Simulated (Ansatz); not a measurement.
Ansatz (a quantum-chemistry and plane-wave program) input:
A basis named .json is the Basis Set Exchange file of that set.

Ansatz 0.2 input:
```yaml
crystal:
  periodic: [false, false, false]
  atoms:
    - {symbol: Mn, position_ang: [-0.00000000, -0.00000000, -0.39540770]}
    - {symbol: O, position_ang: [0.00000000, 0.00000000, 1.23564905]}
basis:
  gaussian:
    orbitals: def2-QZVPPD.json
magnetization: {spin_polarized: true, initial_magnetization: 5}
correlation: {method: ccsd_t, electrons: outside_noble_gas}
```

Problem. What final total energy does it print?

Solution. -1225.13355 Eh (CCSD(T)/def2-QZVPPD). The basis has 166 functions.

The spin state was set by rule; other spins were not relaxed.

The determinant is spin-contaminated: <S^2> is 9.52 against 8.75 for a pure state.
